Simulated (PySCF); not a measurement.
A structure optimised at PBE-D3(BJ)/def2-SVP, used in a PySCF frequency run:

```xyz
9

Ga     0.0164    -0.3847     0.0000
F      1.0024    -1.8419     0.0000
F     -1.7304    -0.6090     0.0000
N      0.7280     1.2716     0.0000
C     -0.0153     2.5200     0.0000
H      1.7453     1.3646     0.0000
H      0.1987     3.1422     0.8987
H      0.1987     3.1422    -0.8987
H     -1.1035     2.3118     0.0000
```

Problem. Write its SMILES, formula and point group.

Solution. C[NH][Ga]([F])[F], CH4F2GaN, Cs

Problem. What are its rotational constants (standard atomic weights)?

Solution. 5.6547, 2.4310, 1.7190 GHz
